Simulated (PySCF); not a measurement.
SMILES c1csc(CCc2cccs2)c1 (C10H10S2) (GFN2-xTB optimised geometry):

```
22

C      2.375     0.577     3.816
C      3.665     0.465     3.420
S      3.887    -0.827     2.306
C      2.201    -1.229     2.377
C      1.644    -2.315     1.526
C      1.461    -1.838     0.069
C      0.538    -0.671     0.000
C     -0.822    -0.671     0.000
C     -1.379     0.627    -0.008
C     -0.433     1.598    -0.009
S      1.158     0.948     0.000
C      1.536    -0.390     3.216
H      2.026     1.322     4.509
H      4.510     1.058     3.708
H      2.313    -3.178     1.530
H      0.675    -2.621     1.927
H      2.437    -1.563    -0.337
H      1.056    -2.662    -0.523
H     -1.412    -1.571    -0.002
H     -2.437     0.824    -0.013
H     -0.565     2.662    -0.015
H      0.479    -0.459     3.400
```

Method: B3LYP/def2-SVP (PySCF).

Problem. What are the frontier orbital energies and the dipole moment?

Solution. HOMO-2 -6.73 eV, HOMO-1 -6.24 eV, HOMO -6.16 eV, LUMO -0.32 eV, LUMO+1 -0.22 eV; dipole moment 0.72 D.

Meta-Löwdin charges at B3LYP/def2-SVP: C1 -0.13, C2 -0.24, S3 0.23, C4 -0.10, C5 -0.16, C6 -0.16, C7 -0.10, C8 -0.15, C9 -0.13, C10 -0.24, S11 0.26, C12 -0.14, H13 0.11, H14 0.12, H15 0.10, H16 0.10, H17 0.10, H18 0.10, H19 0.10, H20 0.11, H21 0.12, H22 0.11.
